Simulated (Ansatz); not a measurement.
A structure relaxed at PBE0-D4/def2-TZVP, charge 0, multiplicity 1:

```xyz
14

C     1.5613    1.0618   -1.5406
O     0.7541    1.5556   -0.4859
Si   -0.1159    0.6916    0.5417
F    -0.9058    1.6928    1.4667
C     0.9703   -0.2910    1.6694
N     1.6481   -0.9512    2.3251
O    -1.0818   -0.3324   -0.2309
C    -1.8804   -1.3613    0.3274
H     2.3978    0.4767   -1.1484
H     1.9548    1.9198   -2.0846
H     0.9748    0.4419   -2.2228
H    -1.3108   -1.9600    1.0440
H    -2.7558   -0.9388    0.8259
H    -2.2108   -2.0055   -0.4870
```

Task: Give its formula and SMILES.

Result: C3H6FNO2Si, `CO[Si](F)(C#N)OC`.

Task: Point group (tolerance 0.08 Å, 0.16 Å for H)?

Result: C1.

Task: Summarise the bond lengths by kind.

Result: 2 × C–O 1.417 Å; 6 × C–H 1.089 to 1.094 Å; 2 × O–Si 1.600 to 1.606 Å; 1 × F–Si 1.575 Å; 1 × C–Si 1.849 Å; 1 × C–N 1.151 Å.

Program: Ansatz 0.2.0.
